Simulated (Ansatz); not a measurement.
`CSC(=N)N` and `BCC(=N)N` differ in one atom or group.

Ansatz, PBE0-D4/def2-TZVP geometries, multiplicity 1. Each molecule was computed in one conformer, which needn't be the lowest.

```json
{"property": "HOMO–LUMO gap (PBE/def2-TZVPP) / eV", "`CSC(=N)N`": "4.87"}
{"property": "HOMO energy (B3LYP/def2-TZVPP) / eV", "`CSC(=N)N`": "-6.47"}
{"property": "HOMO–LUMO gap (PBE0/def2-TZVPP) / eV", "`CSC(=N)N`": "7.04"}
{"property": "HOMO energy (PBE0/def2-TZVPP) / eV", "`CSC(=N)N`": "-6.69"}
{"property": "LUMO energy (B3LYP/def2-TZVPP) / eV", "`CSC(=N)N`": "0.06"}
{"property": "size of the dipole moment (ωB97M-V/def2-TZVPP) / D", "`CSC(=N)N`": "3.30"}
```

What does the change do to each property? (Estimate.)

The calculation gave: 
```
                                          property  `BCC(=N)N`  shift
               HOMO–LUMO gap (PBE/def2-TZVPP) / eV        3.14  -1.73
               HOMO energy (B3LYP/def2-TZVPP) / eV       -6.80  -0.33
              HOMO–LUMO gap (PBE0/def2-TZVPP) / eV        5.46  -1.58
                HOMO energy (PBE0/def2-TZVPP) / eV       -7.02  -0.33
               LUMO energy (B3LYP/def2-TZVPP) / eV       -1.81  -1.87
size of the dipole moment (ωB97M-V/def2-TZVPP) / D        2.90  -0.40
```

With PBE0 the HOMO falls by 0.33 eV and the LUMO falls by 1.91 eV, so the gap narrows by about 1.58 eV. PBE moves the HOMO by -0.25 eV and ωB97M-V by -0.43 eV. Dipoles are sizes alone; their direction can turn.

B3LYP here is the variant with VWN-RPA as its local correlation; programs differ in this.
